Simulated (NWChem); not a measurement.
Species: AsH₂, doublet; SMILES [AsH2]

```xyz
3

As     0.0000     0.0000     0.0736
H      0.0000    -1.0934    -1.0193
H      0.0000     1.0934    -1.0193
```
Atoms are numbered in this order, from 1.

Program: NWChem. Spin-unrestricted. In the optimisation the excess spin sits in b1 (C2v, its own frame). All runs use the structure optimised with PBE-D3(BJ)/def2-SVP, spin-unrestricted. No stability test was run on the SCF state. B3LYP is NWChem's, with the RPA form of VWN correlation. Vzz is the largest principal value of the second derivative of the potential at the nucleus (NWChem prints the opposite sign); η is the asymmetry. Non-relativistic.

| level | Vzz As1 (a.u.) | η As1 | relative time |
|---|---|---|---|
| B3LYP/cc-pVTZ | -1.707 | 0.42 | 10 |
| B3LYP/def2-TZVP | -1.822 | 0.32 | 2 |
| CAM-B3LYP/def2-SVP | -1.574 | 0.06 | 1 |
| CAM-B3LYP/def2-TZVP | -1.902 | 0.26 | 3 |

Times are rough ratios from one shared machine.
